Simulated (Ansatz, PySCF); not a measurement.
C2H6F2Si, SMILES C[Si@H](F)CF. Atoms are numbered in the order given.

```xyz
11

C      1.9382    -0.5367    -0.6070
Si     0.3730     0.3678    -0.1531
F      0.5438     0.9794     1.3519
C     -1.0903    -0.8261    -0.1385
F     -2.2792    -0.1333     0.0481
H      2.8086     0.1354    -0.5462
H      1.8837    -0.9278    -1.6362
H      2.1162    -1.3842     0.0744
H      0.0815     1.5061    -1.0627
H     -1.1457    -1.3830    -1.0933
H     -0.9799    -1.5759     0.6667
```
Charge 0, spin multiplicity 1.

Geometry optimised at ωB97X-D3(BJ)/def2-SVP. The structure was generated by enumeration; whether it is a known compound was not checked. Other conformers were not sampled.

Two levels are set side by side: PBE-D3(BJ)/def2-SVP (Ansatz, an electronic-structure program) and ωB97X-D3(BJ)/def2-SVP (PySCF). Each level has its own optimised geometry; the coordinates shown are those of the second. Frequencies come from the Hessian of PySCF at each geometry. Differences are taken from unrounded values.

```
quantity                            ωB97X-D3(BJ)  PBE-D3(BJ)  PBE-D3(BJ) minus ωB97X-D3(BJ)
----------------------------------  ------------  ----------  -----------------------------
mean bond length (Å)                       1.378       1.387                          0.010
bond C1–Si2 (Å)                            1.864       1.874                          0.010
bond Si2–F3 (Å)                            1.634       1.646                          0.012
bond Si2–C4 (Å)                            1.889       1.900                          0.012
bond C4–F5 (Å)                             1.389       1.394                          0.005
bond C1–H6 (Å)                             1.101       1.109                          0.007
bond C1–H7 (Å)                             1.102       1.110                          0.007
bond C1–H8 (Å)                             1.102       1.109                          0.007
bond Si2–H9 (Å)                            1.486       1.500                          0.014
bond C4–H10 (Å)                            1.107       1.117                          0.010
bond C4–H11 (Å)                            1.106       1.116                          0.010
highest harmonic wavenumber (cm⁻¹)          3176        3082                            -95
mean harmonic wavenumber (cm⁻¹)             1283        1232                            -51
zero-point energy (kcal/mol)               49.53       47.55                          -1.98
```

Exact exchange shortens and stiffens bonds; PBE has none. Differences between two approximate levels are no errors against the true value.
